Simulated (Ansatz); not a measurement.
Gas-phase electronic energies from Ansatz, PBE0-D4/def2-TZVP geometries. CCSD(T)/CBS adds triple-zeta CCSD(T) − MP2 to the extrapolated MP2 energy (def2 sets, frozen cores). Functionals use def2-TZVPP. Elements past krypton have def2 core potentials. For Sb, Se outer-core shells are correlated without core-valence functions, which leaves a few kJ/mol of doubt a bond. Scalar relativity is left out up to krypton. One conformer a species, not always the lowest.

`C[SiH2][S][SbH2]` + `CC[SeH]` → `CC[Se][SiH2]C` + `[SH][SbH2]`  (ligand exchange at the Si–S bond)

```csv
level,ΔE (kcal/mol)
PBE0-D4,0.6
PBE0,0.7
```

Question: What does CCSD(T)/CBS give? (An estimate is asked.)

Answer: The calculation gave: +0.8 kcal/mol. The listed levels differ from it by -0.2, -0.1 kcal/mol.

Largest T1 diagnostic among the species: 0.013.
